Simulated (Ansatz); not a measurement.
Reaction (cleavage of the Si–B bond): `BC([SiH3])B[SiH3]` + `[CH3][In]([OH])[F]` → `[CH3][In]([F])[O][SiH3]` + `BC(B)[SiH3]`

Program: Ansatz. Geometries: PBE0-D4/def2-TZVP. ΔE: electronic, gas phase. CCSD(T)/CBS is the MP2 limit (def2-TZVPP, def2-QZVPP) plus CCSD(T) − MP2 in def2-TZVPP, frozen cores. Functionals use def2-TZVPP. Elements past krypton have def2 core potentials. For In outer-core shells are correlated without core-valence functions, which leaves a few kJ/mol of doubt a bond. Each species was taken in one conformer, which may not be the lowest.

```json
{"level": "B2PLYP", "ΔE (kJ/mol)": "-129.8"}
{"level": "PBE", "ΔE (kJ/mol)": "-97.3"}
{"level": "PBE0", "ΔE (kJ/mol)": "-108.3"}
{"level": "CCSD/def2-TZVPP", "ΔE (kJ/mol)": "-128.0"}
{"level": "CCSD(T)/def2-TZVPP", "ΔE (kJ/mol)": "-122.4"}
{"level": "MP2/def2-QZVPP", "ΔE (kJ/mol)": "-129.4"}
{"level": "SCS-MP2/def2-QZVPP", "ΔE (kJ/mol)": "-135.9"}
{"level": "HF/CBS(def2)", "ΔE (kJ/mol)": "-165.7"}
```

Task: What does CCSD(T)/CBS give? (Best estimate.)

Result: Computed: -122.3 kJ/mol. The listed levels differ from it by -7.5, 25.0, 14.0, -5.7, -0.1, -7.1, -13.6, -43.4 kJ/mol.

Largest T1 diagnostic among the species: 0.016.

The D4 term adds +8.1 kJ/mol with B3LYP and +4.4 kJ/mol with PBE0; it sums over pairs of atoms, weighted by their polarisabilities, and B3LYP, whose exchange is more repulsive, gets the larger term. In def2-TZVPP, CCSD(T) changes the Hartree–Fock value by +40.7 kJ/mol (the triples alone add +5.6 kJ/mol) and MP2 by +34.4 kJ/mol. From PBE to PBE0 (25 % exact exchange), in def2-TZVPP and without D4, ΔE moves by −11.1 kJ/mol.

B3LYP here is the variant with VWN-RPA as its local correlation; programs differ in this.
